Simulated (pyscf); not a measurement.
**`[S]=[In][Cl]`, singlet**

Gas-phase minimum from PySCF at ωB97X-D3(BJ)/def2-SVP, one conformer. 

```
In
S 1 2.1882
Cl 1 2.2943 2 179.97
```

Properties at ωB97X-D3(BJ)/def2-SVP:

| Item | Result |
|---|---|
| Harmonic wavenumbers, unscaled | 93, 93, 378, 518 cm⁻¹ |
| Zero-point energy | 1.5 kcal/mol |
| Rotational symmetry number | 1 |
| Entropy of this conformer at 298 K and 1 atm, rigid rotor and harmonic oscillator, modes under 100 cm⁻¹ raised to 100 | 287.2 J/(mol K) |
| Dipole moment | 2.44 D |

Single-point totals, which compare only within one level (frozen core for MP2 and CC):

```csv
level,total energy (hartree)
ωB97X-D3(BJ)/def2-TZVP,-1048.70627
PBE/def2-TZVP,-1048.27365
r²SCAN/def2-TZVP,-1048.63973
B3LYP-D3(BJ)/def2-TZVP,-1048.72830
PBE0-D3(BJ)/def2-TZVP,-1048.33789
M06-2X/def2-TZVP,-1048.52391
ωB97M-D3(BJ)/def2-TZVP,-1048.74858
HF/def2-TZVPP,-1046.33878
MP2/def2-TZVPP,-1046.96660
CCSD/def2-TZVPP,-1046.98415
CCSD(T)/def2-TZVPP,-1047.01372
```

The CCSD(T) − MP2 part came from Ansatz, without density fitting, on the same reference. The frozen core leaves the outer d or s,p core shells of the metals and heavy elements correlated in the MP2 and CC values, and def2-TZVPP describes them poorly, so these totals are far from the basis limit. Elements past Kr carry the def2 core potentials, without spin-orbit coupling.
